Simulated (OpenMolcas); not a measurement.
Ir3+ among 8 point charges of -0.78 e arranged as a cube (Oh), 2.1 Å from the ion.
```
   1.2124    1.2124    1.2124  -0.78
   1.2124    1.2124   -1.2124  -0.78
   1.2124   -1.2124    1.2124  -0.78
   1.2124   -1.2124   -1.2124  -0.78
  -1.2124    1.2124    1.2124  -0.78
  -1.2124    1.2124   -1.2124  -0.78
  -1.2124   -1.2124    1.2124  -0.78
  -1.2124   -1.2124   -1.2124  -0.78
```

| Item | Value |
| --- | --- |
| Program | OpenMolcas 26.06 |
| Method | SS-CASPT2, IPEA 0.25 Eh, imaginary shift 0.1 Eh (closed shells correlated: 5s 5p) |
| Basis | ANO-RCC-VTZP [8s7p5d3f1g] |
| Scalar Hamiltonian | DKH2, point nucleus |
| Active space | 6 electrons in 5 orbitals (5d) |
| State averaging | 2S+1 = 5 even, 5 roots; 2S+1 = 3 even, 45 roots; 2S+1 = 1 even, 50 roots |
| Spin-orbit coupling | RASSI with atomic mean-field integrals over the reference wave functions |

Task: What is the spin-free ground state (labels of O, the rotations of Oh)?

Result: 5E, 2-fold in its orbital part, 100 % from free-ion D terms; it has the highest spin that d6 allows.

Task: Where is the first state of the same spin?

Result: 5T2 at 3470 cm-1 above the ground state.

Task: What are the lowest two levels with spin-orbit coupling?

Result: A 1-fold level A1, then a 3-fold level T1 200 cm-1 above it. Their leading multiplicities are 5 (85 %) and 5 (85 %).

Task: What is χT at 300 K?

Result: 4.70 cm3 K/mol.

Roots that are degenerate in the reference are averaged as groups; the widest CASPT2 spread within a group is 250 cm-1 (the 3-fold group of multiplicity 3 near 42500 cm-1 above the lowest state of its run). Shifts and gaps below about the spread of the groups concerned are not significant. Spin-orbit coupling mixes the spin-free states strongly: the lowest level takes only 64 % from its leading state, 5E. An orbital doublet at a regular site is open to a Jahn-Teller distortion, which this geometry leaves out. Point charges give a weaker field than real ligands, and real ions of this kind are as a rule low spin; the high spin found here belongs to the model. The ground term spreads over less than 5000 cm-1, several times less than with real ligands, so orbital moments are less quenched and χT lies further from the spin-only value than at real sites. Free-ion shares, where given, are those of the reference states; single-state CASPT2 does not remix them. This is an electrostatic model: the charges have no orbitals. No measured value stands beside these numbers.
